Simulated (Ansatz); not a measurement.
One change: `C=CO[SiH2]C` becomes `CCO[SiH2]C`.

Ansatz, PBE0-D4/def2-TZVP geometries, multiplicity 1. Each molecule was computed in one conformer, which needn't be the lowest.

```
                               property  `C=CO[SiH2]C`
     HOMO energy (PBE0/def2-TZVPP) / eV          -6.92
    LUMO energy (B3LYP/def2-TZVPP) / eV           0.16
    HOMO energy (B3LYP/def2-TZVPP) / eV          -6.71
  HOMO–LUMO gap (B3LYP/def2-TZVPP) / eV           6.87
HOMO–LUMO gap (ωB97M-V/def2-TZVPP) / eV          11.37
    HOMO–LUMO gap (PBE/def2-TZVPP) / eV           5.18
```

Q: Give the same properties after the change, and the shifts. (Estimate.)

A: Computed: 
| property | `CCO[SiH2]C` | shift |
| --- | --- | --- |
| HOMO energy (PBE0/def2-TZVPP) / eV | -7.88 | -0.96 |
| LUMO energy (B3LYP/def2-TZVPP) / eV | 0.55 | 0.39 |
| HOMO energy (B3LYP/def2-TZVPP) / eV | -7.68 | -0.97 |
| HOMO–LUMO gap (B3LYP/def2-TZVPP) / eV | 8.23 | 1.36 |
| HOMO–LUMO gap (ωB97M-V/def2-TZVPP) / eV | 12.60 | 1.23 |
| HOMO–LUMO gap (PBE/def2-TZVPP) / eV | 6.36 | 1.18 |

With PBE0 the HOMO falls by 0.96 eV and the LUMO rises by 0.38 eV, so the gap widens by about 1.34 eV. PBE moves the HOMO by -0.66 eV and ωB97M-V by -1.04 eV.

B3LYP here is the variant with VWN-RPA as its local correlation; programs differ in this.
